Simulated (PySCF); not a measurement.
**Working out the ionisation energy of As⁺**

As⁺ [Ar] 3d10 4s2 4p2 (3P) → As²⁺ [Ar] 3d10 4s2 4p1 (2P). Computed with PySCF 2.14 in x2c-QZVPPall (11s8p5d4f1g, 97 functions), with scalar relativity by spin-free X2C-1e. Frozen: [Ne]. Energies in hartree (1 hartree = 27.21139 eV):

| part | As⁺ (lower) | As²⁺ (upper) |
| --- | --- | --- |
| UHF | -2258.741384 | -2258.080679 |
| MP2 opposite-spin | -0.547549 | -0.536880 |
| MP2 same-spin | -0.279957 | -0.270004 |

Task: What does Hartree-Fock give?

Result: (-2258.080679) − (-2258.741384) = 0.660705 hartree = 17.979 eV.

Task: What do MP2 and SCS-MP2 (6/5 opposite-spin, 1/3 same-spin) give?

Result: The opposite-spin parts differ by 0.290 eV and the same-spin parts by 0.271 eV. MP2: 17.979 + (0.290) + (0.271) = 18.540 eV. SCS-MP2: 17.979 + 1.2 × (0.290) + (0.271)/3 = 18.417 eV.

A first-order spin-orbit estimate adds -0.034 eV to MP2 (valence and next inner shell), giving 18.506 eV against 18.589 eV (measured; NIST Atomic Spectra Database, ionization energies).

What remains against the reference includes basis incompleteness, the frozen core and correlation beyond second order.
